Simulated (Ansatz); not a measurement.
`[CH3][Ga-]([CH3])([CH3])[PH3+]` at its PBE0-D4/def2-TZVP geometry, where that method's forces vanish. Total charge 0; spin multiplicity 1.

```xyz
17

C    -0.4902   -1.4356    1.4915
Ga   -0.3789    0.1821    0.3353
C     0.6359    1.7595    1.0055
C    -1.8030    0.4777   -1.0251
P     1.4856   -0.7211   -1.3216
H    -1.2382   -1.2700    2.2733
H     0.4568   -1.6536    1.9913
H    -0.7980   -2.3233    0.9332
H     1.5655    1.4726    1.5033
H     0.8758    2.4671    0.2080
H     0.0273    2.2950    1.7410
H    -1.5045    1.2029   -1.7863
H    -2.6962    0.8750   -0.5328
H    -2.0953   -0.4482   -1.5267
H     2.0206   -2.0173   -1.1520
H     1.2193   -0.8237   -2.7050
H     2.7174   -0.0389   -1.4328
```

Problem. What forces (eV/Å) does r2SCAN-D4/def2-TZVPP give on these atoms in the Gaussian-basis code of Ansatz? (Estimate.)

Solution. Computed: 
```
C1  -0.009  0.020 -0.003
Ga2  0.037 -0.017 -0.030
C3  -0.019 -0.011  0.003
C4   0.005  0.002  0.021
P5  -0.050  0.025  0.044
H6   0.011 -0.009 -0.007
H7  -0.014 -0.001 -0.004
H8   0.004  0.009  0.012
H9  -0.011  0.009 -0.005
H10 -0.001 -0.006  0.014
H11  0.013 -0.002 -0.009
H12 -0.008 -0.010  0.008
H13  0.008 -0.006 -0.012
H14  0.000  0.015  0.003
H15  0.011  0.001 -0.014
H16  0.017 -0.007 -0.004
H17  0.007 -0.012 -0.013
```
